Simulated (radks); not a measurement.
The nuclear charge of neutral krypton is varied continuously with 36 electrons held in [Kr]. All-electron calculation, Dirac Kohn-Sham, PBE, spin-unpolarised, spherical densities, finite nucleus; Fermi nuclear charge, rms radius 4.1884 fm. Program: a radial shooting solver on a logarithmic mesh with Libxc functionals. By the Hellmann-Feynman theorem dE/dZ = E(electron-nucleus)/Z, the electronic potential at the nucleus (averaged over a nucleus of fixed radius).

| Z | E (hartree) | E(electron-nucleus)/Z (hartree) | HOMO | e(HOMO) (eV) | <r> HOMO (bohr) |
|---|---|---|---|---|---|
| 35.75 | -2743.85483 | -185.520 | 4p3/2 | -6.395 | 2.039 |
| 36 | -2790.45584 | -187.287 | 4p3/2 | -9.041 | 1.962 |
| 36.25 | -2837.49837 | -189.053 | 4p3/2 | -11.871 | 1.894 |
| 36.5 | -2884.98215 | -190.817 | 4p3/2 | -14.872 | 1.833 |
| 36.75 | -2932.90699 | -192.581 | 4p3/2 | -18.038 | 1.777 |
| 37 | -2981.27278 | -194.345 | 4p3/2 | -21.361 | 1.727 |

The central difference of E at Z = 36 is -187.287 hartree, to compare with the third column; the second derivative is -7.06 hartree.
